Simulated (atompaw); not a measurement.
## PBEsol PAW (atompaw) dataset for Mn, scalar-relativistic all-electron reference.

manganese, PAW, made with atompaw 4.2.0.5 (PBEsol, scalar-relativistic). Core [Ne], reference 3s2 3p6 3d5 4s2 4p0. Waves: 3s (bound); 4s (bound); 3p (bound); 4p (bound, empty); 3d (bound); 3d channel at 0.65 Ry. Local part: bessel scheme, radius 1.10 bohr. Core correction: smooth core density matched at 1.25 bohr. Augmentation charge: besselshape compensation charge, radius 1.30 bohr; PAW radius 1.65 bohr; waves and projectors: bloechl.

* Cutoffs needed: 60 Ry and 80 Ry (the cutoffs (Ry, on a coarse ladder) from which the occupation-weighted sum of valence levels, in a spherical-Bessel basis at the reference potential, stays within 10 and 1 mRy of its value at 400 Ry)
* Ghost test: no extra level below or beside the all-electron valence levels (s, p, d, f tested) (spherical-Bessel basis up to 400 Ry, 20 bohr box)
* Lowest eigenvalue of the overlap operator: 0.54 (s channel)
* Overlap eigenvalues printed by atompaw (projector basis): 0.0151, 0.507, 1.56, 5.64, 8.1, 29.1
* Share of each valence orbital outside the PAW sphere: 3s 2 %, 4s 92 %, 3p 4 %, 4p 98 %, 3d 21 %
